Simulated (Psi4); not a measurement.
**An input for triplet BBr2Cl**

The species is BBr2Cl (4 atoms), meant as a triplet with charge 0. SMILES of the parent species: `ClB(Br)Br`. The shape is that of a PBE0-D4/def2-TZVP optimisation. That shape belongs to the parent species and isn't relaxed for this state.

```xyz
4

Cl   -0.2033   -1.6449    0.6335
B    -0.0048   -0.0390    0.0150
Br    1.2835    1.1237    0.7856
Br   -1.0754    0.5603   -1.4343
```

Settings wanted:

```
task                          : energy
method                        : DFT
functional                    : TPSSh
basis set                     : 6-31G*
reference                     : UKS
integrals                     : pk
frozen core orbitals          : 0
integration grid              : 99 radial × 590 angular
symmetry                      : c1
threads                       : 1
SCF convergence threshold     : 1e-09
density convergence threshold : 1e-08
iteration cap                 : 100
d and f functions             : spherical
```

Write the Psi4 1.11 input and the command.

One that was run (others would do as well):

bbr2cl.xyz:
```
4
BBr2Cl
Cl    -0.203300    -1.644940     0.633550
B     -0.004820    -0.039040     0.015030
Br     1.283490     1.123730     0.785650
Br    -1.075360     0.560270    -1.434250
```

run_ase.py:
```python
import numpy as np
from ase.calculators.psi4 import Psi4
from ase.io import read

a = read('bbr2cl.xyz')
calc = Psi4(atoms=a, method='tpssh', basis='6-31G*', memory='2200MB', num_threads=1, charge=0, multiplicity=3, label='bbr2cl', reference='uks')
calc.psi4.set_options({'puream': True, 'e_convergence': 1e-09, 'd_convergence': 1e-08, 'scf_type': 'pk', 'dft_radial_points': 99, 'dft_spherical_points': 590, 'maxiter': 100})
a.calc = calc

print(f'energy: {a.get_potential_energy():.6f} eV')
```

```bash
$ python run_ase.py
```

Calculated total energy: -5632.51130 Eh.
